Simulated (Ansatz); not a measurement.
A nudged elastic band was laid between two geometries of ClFGaH₃ (6 atoms, charge 0, multiplicity 1).

These are results of Ansatz, RKS B3LYP-D4/def2-SVP, not measurements.

- movable images: 5
- climbing image: yes
- spring: 0.5 eV/Å²
- optimiser: quadratic models (default)
- start path: through a guess of the saddle point
- force threshold: 0.03 eV/Å
- iteration limit: 60
- end points: relaxed

Initial state:

```xyz
6
Properties=species:S:1:pos:R:3
Ga 0.208 0.194 0.240
H 0.139 1.123 1.486
H 1.322 -0.083 -0.812
Cl -1.831 -0.460 -0.467
F 0.025 -1.802 1.192
H -0.837 -1.860 0.779
```

Final state:

```xyz
6
Properties=species:S:1:pos:R:3
Ga 0.012 -0.732 -0.375
H -0.258 0.501 1.934
H 1.292 0.072 -0.701
Cl -1.961 -0.256 -1.077
F 0.097 -2.240 0.523
H -0.155 -0.233 2.114
```

What changes between the two ends?

Bonds broken: Ga1–H2, F5–H6. Bonds formed: H2–H6. ClFGaH3 becomes ClFGaH + H2.

What energy profile does the band end with?

The forces met the threshold. The highest image is number 4 of 0 to 6, 70.5 kJ/mol above the first end and 96.8 kJ/mol above the last; the last end lies 26.3 kJ/mol below the first. Another band between the same ends (5 images) ends at a top of the same energy, where a vibrational analysis finds 1 clearly imaginary mode. The orbitals stay closed-shell, which can raise the energy where a bond breaks towards radicals; this wasn't checked here.

```tsv
image	path coordinate (Å)	energy (kJ/mol)	Ga1–H2 (Å)	F5–H6 (Å)	H2–H6 (Å)
0	0.00	0.0	1.56	0.96	3.22
1	0.69	13.4	1.56	0.94	3.06
2	1.38	20.7	1.57	0.93	2.68
3	2.07	27.2	1.59	0.94	1.85
4	2.76	70.5	1.78	1.19	1.04
5	3.39	-8.5	2.19	1.86	0.78
6	4.02	-26.3	2.63	2.57	0.76
```

What is the geometry of the highest image?


```xyz
6
Properties=species:S:1:pos:R:3:forces:R:3
Ga -0.044 -0.268 -0.106 -0.02 0.00 0.01
H -0.166 0.202 1.605 0.00 0.00 -0.01
H 1.307 0.020 -0.805 0.00 0.00 0.00
Cl -1.988 -0.148 -1.019 0.02 0.00 0.01
F 0.016 -1.861 1.079 0.00 -0.01 0.00
H -0.097 -0.833 1.664 0.00 0.01 -0.01
```

The band took 13 iterations and about 3 core-minutes.

Run time: 3.4 min on 1 thread of Arm Neoverse V1 (shared host), peak memory 0.16 GiB.
